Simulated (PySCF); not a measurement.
B3LYP has the VWN-RPA correlation part, as in Gaussian. Excitations are Tamm–Dancoff values on a coarser integration grid. The basis has no diffuse functions, so Rydberg states are missing or too high.

CH$_{2}$BF$_{3}$, SMILES `BC(F)(F)F` (charge 0, multiplicity 1)

Calculation: B3LYP-D3(BJ)/def2-TZVP (PySCF 2.14.0).

```yaml
HOMO: -9.97 eV
dipole_moment: 1.92 D
LUMO: -3.04 eV
HOMO–LUMO gap: 6.93 eV
S1 excitation (TDA): 5.57 eV
S1 oscillator strength: 0.001
T1 excitation (TDA): 4.86 eV
S1–T1 gap (TDA): 0.71 eV
total_energy: -363.8293 Ha
cost: very roughly 60 core-seconds
```

Bonds (Å): B1–C2 1.596, B1–H6 1.183, B1–H7 1.183, C2–F3 1.350, C2–F4 1.350, C2–F5 1.366. Bond angles (°): C2–B1–H6 118.2, C2–B1–H7 118.5, H6–B1–H7 123.3, B1–C2–F3 114.8, B1–C2–F4 115.0, B1–C2–F5 105.7, F3–C2–F4 106.6, F3–C2–F5 107.2, F4–C2–F5 107.1.
Charge 0, spin multiplicity 1.
